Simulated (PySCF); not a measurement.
Record of a relaxation.

Species: H₉OPSi₃.
Numbering: `[OH:1][SiH2:2][SiH2:3][PH:4][SiH3:5]` (hydrogens: H6 on O1; H7, H8 on Si2; H9, H10 on Si3; H11 on P4; H12, H13, H14 on Si5)

Method: PBE0-D3(BJ)/def2-SVP geometry optimisation, gas phase in PySCF 2.14.0; density fitting, grid level 1; the optimiser is geomeTRIC in internal coordinates, started from a GFN2-xTB structure with every atom displaced at random (about 0.01 Å). The frame can shift and turn from step to step; on so coarse a grid that alone can change the energy by a few meV, and forces under 0.02 eV/Å are noise.

Step 0: E = -35088.6212 eV, largest atomic force 2.443 eV/Å
```
atom  x, y, z in Å  |  force x, y, z in eV/Å
O1     -3.376   -0.673   -0.093   -2.155  -1.147  -0.091
Si2    -2.340    0.561    0.127    0.120   0.537   0.182
Si3    -0.410   -0.482   -0.543    1.440   0.374   0.637
P4      1.267    1.059   -0.632   -0.920   0.491  -0.897
Si5     3.081   -0.172   -0.515   -0.334  -0.097   0.686
H6     -4.332   -0.552    0.083    0.936  -0.105  -0.154
H7     -2.379    0.997    1.535    0.321   0.172   0.466
H8     -2.745    1.743   -0.653    0.110   0.419  -0.380
H9     -0.394   -1.041   -1.872   -0.371  -0.337  -1.015
H10     0.025   -1.604    0.341   -0.243  -0.078   0.238
H11     1.184    1.375    0.718    0.071   0.245   0.903
H12     3.005   -1.213    0.524    0.069  -0.395   0.275
H13     4.154    0.754   -0.188    0.697   0.397   0.094
H14     3.253   -0.766   -1.815    0.259  -0.477  -0.945
```

Step 1: E = -35088.9596 eV, largest atomic force 0.231 eV/Å
```
atom  x, y, z in Å  |  force x, y, z in eV/Å
O1     -3.516   -0.778   -0.102    0.083   0.181   0.027
Si2    -2.377    0.440    0.080   -0.036  -0.121   0.000
Si3    -0.325   -0.473   -0.564    0.060  -0.016  -0.046
P4      1.229    1.184   -0.616   -0.171   0.074   0.137
Si5     3.069   -0.110   -0.472    0.121  -0.043   0.000
H6     -4.413   -0.536    0.149   -0.042  -0.049  -0.006
H7     -2.276    0.893    1.508   -0.016   0.020  -0.015
H8     -2.705    1.643   -0.748   -0.007   0.013  -0.011
H9     -0.397   -1.028   -1.952   -0.002   0.016   0.018
H10     0.037   -1.589    0.367    0.020  -0.026   0.011
H11     1.152    1.487    0.788    0.034  -0.076  -0.143
H12     3.007   -1.192    0.558   -0.051   0.006   0.016
H13     4.226    0.781   -0.160    0.034   0.007  -0.007
H14     3.282   -0.736   -1.813   -0.026   0.013   0.016
```

Step 2: E = -35088.9645 eV, largest atomic force 0.110 eV/Å
```
atom  x, y, z in Å  |  force x, y, z in eV/Å
O1     -3.519   -0.765   -0.102    0.018   0.106   0.022
Si2    -2.371    0.442    0.078   -0.033  -0.070  -0.008
Si3    -0.321   -0.483   -0.565    0.030  -0.036  -0.005
P4      1.220    1.181   -0.611   -0.071   0.054   0.021
Si5     3.069   -0.106   -0.468    0.062  -0.017  -0.002
H6     -4.419   -0.526    0.146    0.007  -0.034  -0.011
H7     -2.273    0.902    1.503   -0.002   0.017  -0.004
H8     -2.692    1.645   -0.755    0.010   0.004  -0.008
H9     -0.394   -1.030   -1.954   -0.005   0.005   0.001
H10     0.047   -1.601    0.362    0.003   0.000  -0.008
H11     1.150    1.465    0.790    0.007  -0.024  -0.003
H12     2.993   -1.185    0.565   -0.023   0.010   0.009
H13     4.232    0.781   -0.159    0.002  -0.009  -0.008
H14     3.274   -0.733   -1.808   -0.004  -0.005   0.004
```

Step 3: E = -35088.9670 eV, largest atomic force 0.055 eV/Å
```
atom  x, y, z in Å  |  force x, y, z in eV/Å
O1     -3.526   -0.744   -0.105   -0.013   0.010   0.004
Si2    -2.363    0.444    0.071   -0.002  -0.003  -0.007
Si3    -0.317   -0.497   -0.565   -0.007  -0.028   0.012
P4      1.208    1.179   -0.595    0.022   0.031  -0.032
Si5     3.067   -0.103   -0.462   -0.017   0.002  -0.008
H6     -4.426   -0.506    0.137    0.009  -0.003  -0.002
H7     -2.265    0.919    1.492    0.003   0.006   0.001
H8     -2.662    1.647   -0.772    0.012  -0.004  -0.007
H9     -0.390   -1.035   -1.958   -0.001   0.000  -0.008
H10     0.054   -1.620    0.356   -0.004   0.005  -0.009
H11     1.143    1.436    0.808   -0.011   0.001   0.054
H12     2.976   -1.176    0.576    0.008   0.004   0.005
H13     4.235    0.778   -0.160   -0.006  -0.008  -0.003
H14     3.261   -0.736   -1.801    0.006  -0.012   0.000
```

Step 4: E = -35088.9678 eV, largest atomic force 0.046 eV/Å
```
atom  x, y, z in Å  |  force x, y, z in eV/Å
O1     -3.532   -0.728   -0.109   -0.021  -0.026  -0.004
Si2    -2.359    0.448    0.064    0.012   0.021  -0.002
Si3    -0.316   -0.506   -0.563   -0.017  -0.012   0.008
P4      1.203    1.178   -0.580    0.041   0.013  -0.017
Si5     3.064   -0.105   -0.458   -0.036   0.006  -0.005
H6     -4.433   -0.487    0.128    0.007   0.011   0.002
H7     -2.262    0.932    1.481    0.002   0.001   0.001
H8     -2.639    1.648   -0.788    0.006  -0.005  -0.007
H9     -0.385   -1.036   -1.959    0.003   0.000  -0.006
H10     0.055   -1.631    0.353   -0.003   0.004  -0.005
H11     1.138    1.418    0.828   -0.010   0.000   0.033
H12     2.974   -1.174    0.584    0.014   0.000   0.004
H13     4.236    0.773   -0.163   -0.003  -0.003  -0.001
H14     3.251   -0.742   -1.796    0.003  -0.010   0.001
```

Step 5: E = -35088.9684 eV, largest atomic force 0.050 eV/Å
```
atom  x, y, z in Å  |  force x, y, z in eV/Å
O1     -3.542   -0.706   -0.120   -0.016  -0.046  -0.012
Si2    -2.355    0.455    0.051    0.019   0.033   0.004
Si3    -0.315   -0.514   -0.560   -0.015   0.008  -0.002
P4      1.201    1.175   -0.554    0.034  -0.009   0.011
Si5     3.060   -0.113   -0.449   -0.029   0.006   0.000
H6     -4.441   -0.456    0.112   -0.001   0.020   0.005
H7     -2.261    0.951    1.464    0.001  -0.002  -0.001
H8     -2.610    1.652   -0.815   -0.003  -0.004  -0.005
H9     -0.376   -1.035   -1.960    0.008   0.002  -0.001
H10     0.050   -1.645    0.352   -0.002   0.000   0.001
H11     1.133    1.392    0.859   -0.004  -0.003  -0.004
H12     2.978   -1.176    0.598    0.011  -0.002   0.002
H13     4.238    0.762   -0.169    0.002   0.001   0.000
H14     3.234   -0.756   -1.786   -0.003  -0.004   0.002
```

Step 6: E = -35088.9687 eV, largest atomic force 0.043 eV/Å
```
atom  x, y, z in Å  |  force x, y, z in eV/Å
O1     -3.552   -0.684   -0.136   -0.006  -0.041  -0.013
Si2    -2.353    0.466    0.034    0.014   0.028   0.005
Si3    -0.315   -0.517   -0.556   -0.005   0.021  -0.009
P4      1.204    1.171   -0.524    0.011  -0.021   0.027
Si5     3.057   -0.126   -0.437   -0.007   0.002   0.004
H6     -4.448   -0.421    0.092   -0.003   0.019   0.004
H7     -2.265    0.973    1.444    0.000  -0.001  -0.003
H8     -2.587    1.657   -0.845   -0.009  -0.001  -0.002
H9     -0.362   -1.029   -1.960    0.008   0.002   0.002
H10     0.039   -1.653    0.352   -0.003  -0.004   0.005
H11     1.133    1.367    0.893    0.002  -0.004  -0.026
H12     2.987   -1.185    0.615    0.002  -0.003   0.002
H13     4.243    0.744   -0.175    0.004   0.002   0.000
H14     3.213   -0.775   -1.773   -0.006   0.000   0.002
```

Step 7: E = -35088.9689 eV, largest atomic force 0.040 eV/Å
```
atom  x, y, z in Å  |  force x, y, z in eV/Å
O1     -3.562   -0.656   -0.161    0.008  -0.018  -0.007
Si2    -2.353    0.484    0.010    0.002   0.011   0.001
Si3    -0.315   -0.515   -0.551    0.009   0.024  -0.010
P4      1.214    1.164   -0.485   -0.017  -0.023   0.028
Si5     3.055   -0.148   -0.419    0.020  -0.006   0.005
H6     -4.455   -0.379    0.061   -0.006   0.009   0.001
H7     -2.276    1.003    1.416    0.000   0.002  -0.003
H8     -2.566    1.667   -0.885   -0.011   0.004   0.002
H9     -0.341   -1.017   -1.959    0.006   0.002   0.004
H10     0.021   -1.658    0.355   -0.006  -0.005   0.007
H11     1.137    1.337    0.935    0.007  -0.002  -0.031
H12     2.996   -1.203    0.639   -0.009  -0.002   0.001
H13     4.253    0.712   -0.180    0.004   0.000   0.001
H14     3.184   -0.805   -1.754   -0.006   0.004   0.002
```

Step 8: E = -35088.9690 eV, largest atomic force 0.036 eV/Å
```
atom  x, y, z in Å  |  force x, y, z in eV/Å
O1     -3.567   -0.630   -0.190    0.017   0.011   0.002
Si2    -2.354    0.507   -0.016   -0.009  -0.007  -0.005
Si3    -0.315   -0.506   -0.546    0.018   0.017  -0.004
P4      1.230    1.157   -0.446   -0.031  -0.012   0.013
Si5     3.055   -0.176   -0.398    0.032  -0.011   0.003
H6     -4.459   -0.341    0.026   -0.005  -0.004  -0.004
H7     -2.290    1.037    1.386    0.001   0.004  -0.003
H8     -2.553    1.682   -0.924   -0.008   0.006   0.005
H9     -0.317   -1.002   -1.957    0.001   0.000   0.002
H10    -0.003   -1.656    0.361   -0.009  -0.004   0.006
H11     1.147    1.311    0.975    0.009   0.000  -0.018
H12     2.998   -1.227    0.664   -0.013  -0.001   0.001
H13     4.267    0.669   -0.178    0.001  -0.002   0.002
H14     3.156   -0.838   -1.733   -0.002   0.004   0.002
```

Step 9: E = -35088.9694 eV, largest atomic force 0.032 eV/Å
```
atom  x, y, z in Å  |  force x, y, z in eV/Å
O1     -3.564   -0.621   -0.206    0.016   0.027   0.007
Si2    -2.356    0.521   -0.029   -0.013  -0.016  -0.007
Si3    -0.314   -0.495   -0.545    0.016   0.004   0.001
P4      1.243    1.155   -0.434   -0.024   0.001  -0.004
Si5     3.056   -0.195   -0.386    0.023  -0.010   0.001
H6     -4.457   -0.332    0.007   -0.002  -0.011  -0.007
H7     -2.299    1.055    1.372    0.001   0.005  -0.002
H8     -2.558    1.694   -0.941   -0.002   0.005   0.004
H9     -0.307   -0.991   -1.955   -0.002  -0.001   0.000
H10    -0.020   -1.647    0.366   -0.008  -0.002   0.002
H11     1.158    1.306    0.986    0.007   0.001   0.000
H12     2.989   -1.246    0.676   -0.010  -0.001   0.001
H13     4.277    0.639   -0.168   -0.001  -0.003   0.003
H14     3.148   -0.856   -1.722    0.002   0.002   0.001
```

Step 10: E = -35088.9697 eV, largest atomic force 0.028 eV/Å
```
atom  x, y, z in Å  |  force x, y, z in eV/Å
O1     -3.558   -0.616   -0.216    0.007   0.025   0.008
Si2    -2.357    0.534   -0.037   -0.009  -0.013  -0.006
Si3    -0.314   -0.484   -0.545    0.005  -0.006   0.005
P4      1.254    1.154   -0.432   -0.005   0.006  -0.015
Si5     3.057   -0.210   -0.377    0.003  -0.004  -0.001
H6     -4.454   -0.334   -0.007    0.002  -0.010  -0.007
H7     -2.306    1.068    1.364    0.000   0.003   0.000
H8     -2.566    1.706   -0.948    0.002   0.003   0.001
H9     -0.303   -0.984   -1.954   -0.004  -0.001  -0.001
H10    -0.033   -1.636    0.370   -0.004   0.001  -0.001
H11     1.168    1.308    0.987    0.003   0.002   0.014
H12     2.973   -1.261    0.683   -0.003  -0.002   0.000
H13     4.284    0.613   -0.152   -0.002  -0.003   0.004
H14     3.149   -0.870   -1.713    0.005  -0.002   0.001
```

Step 11: E = -35088.9698 eV, largest atomic force 0.021 eV/Å
```
atom  x, y, z in Å  |  force x, y, z in eV/Å
O1     -3.554   -0.599   -0.235   -0.001   0.016   0.006
Si2    -2.357    0.554   -0.053   -0.002  -0.006  -0.003
Si3    -0.314   -0.472   -0.544   -0.006  -0.010   0.006
P4      1.269    1.150   -0.422    0.011   0.006  -0.016
Si5     3.057   -0.235   -0.361   -0.013   0.003  -0.001
H6     -4.452   -0.322   -0.033    0.002  -0.004  -0.006
H7     -2.314    1.093    1.347    0.000   0.001   0.000
H8     -2.565    1.724   -0.966    0.006   0.000  -0.002
H9     -0.296   -0.974   -1.952   -0.004  -0.002  -0.002
H10    -0.053   -1.626    0.375    0.001   0.002  -0.003
H11     1.180    1.302    0.997    0.001   0.003   0.017
H12     2.952   -1.286    0.697    0.003  -0.004  -0.001
H13     4.293    0.572   -0.129   -0.002  -0.002   0.005
H14     3.148   -0.894   -1.698    0.006  -0.003   0.000
```

Question: Summarise the path.

Answer: The energy falls by 0.3486 eV from step 0 to step 11; nine tenths of that is first reached at step 1. It falls at every step. The largest force goes from 2.443 to 0.021 eV/Å. Among the bonds P4–Si5 changes most, from 2.195 to 2.263 Å; the atoms move by 0.150 Å rms after alignment.

What follows is the cost of the whole optimisation. On one thread, Arm Neoverse V1 (aarch64), no GPU, shared host with 32 logical CPUs at a one-minute load of 30, this took 97 s wall and 0.50 GiB of memory at its peak.
